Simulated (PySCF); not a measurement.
C2H5FN2Si, SMILES N[Si@@H]1C=N[C@@H]1F.

Geometry: B3LYP-D3(BJ)/def2-SVP. The structure was generated by enumeration; whether it is a known compound was not checked. One conformer was computed; it need not be the lowest.

Two levels are set side by side: TDDFT-PBE/def2-SVPD (PySCF) and TDDFT-M06-2X/def2-SVPD (PySCF). Vertical, same geometry. The lowest singlet is HOMO→LUMO 94 % with PBE and HOMO→LUMO 90 % with the other functional; states are paired by order. Differences are taken from unrounded values.

```
quantity                              TDDFT-M06-2X
------------------------------------  ------------
lowest singlet excitation (eV)                3.85
lowest triplet excitation (TDA) (eV)          3.27
```

What does TDDFT-PBE give, and how far is it from TDDFT-M06-2X? (The exact figures need the calculation; the answer reports its results.)


```json
[
 {"quantity": "lowest singlet excitation (eV)", "TDDFT-PBE": "3.75", "TDDFT-PBE minus TDDFT-M06-2X": "-0.10"},
 {"quantity": "lowest triplet excitation (TDA) (eV)", "TDDFT-PBE": "3.06", "TDDFT-PBE minus TDDFT-M06-2X": "-0.21"}
]
```

Rough cost on one machine, each run with all the roots and properties that it gave: TDDFT-M06-2X against TDDFT-PBE about 20 times.
